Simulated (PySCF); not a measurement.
ReF6, SMILES [F][Re+]([F])([F])([F])([F])[F], charge +1, multiplicity 1.

The structure is a stationary point at B3LYP-D3(BJ)/def2-SVP. The spin state was assumed, not searched. The isomer is the one that the SMILES or the coordinates give; other isomers of the formula were not compared. The def2 effective core potentials stand for the cores of Re; spin–orbit coupling is left out.

Two levels are set side by side: PBE/def2-TZVP (PySCF) and HF/def2-TZVP (PySCF). Same geometry, gas phase. Differences are taken from unrounded values.

```tsv
quantity	PBE
orbital gap (eV)	4.12
highest occupied level (eV)	-17.45
lowest empty level (eV)	-13.33
mean polarisability (bohr³)	46.1
```

These are the PBE values. What does HF give? (Estimate from the structure and the level; the computed values follow.)


| quantity | HF | PBE minus HF |
|---|---|---|
| orbital gap (eV) | 14.60 | -10.47 |
| highest occupied level (eV) | -25.22 | 7.76 |
| lowest empty level (eV) | -10.62 | -2.71 |
| mean polarisability (bohr³) | 38.4 | 7.7 |

Without exact exchange PBE keeps part of each electron's self-repulsion, which lifts occupied levels and narrows the gap. PBE's more diffuse valence density responds more strongly to a field. Differences between two approximate levels are no errors against the true value.

Rough cost on one machine, each run with all the roots and properties that it gave: HF against PBE within a factor of 2.
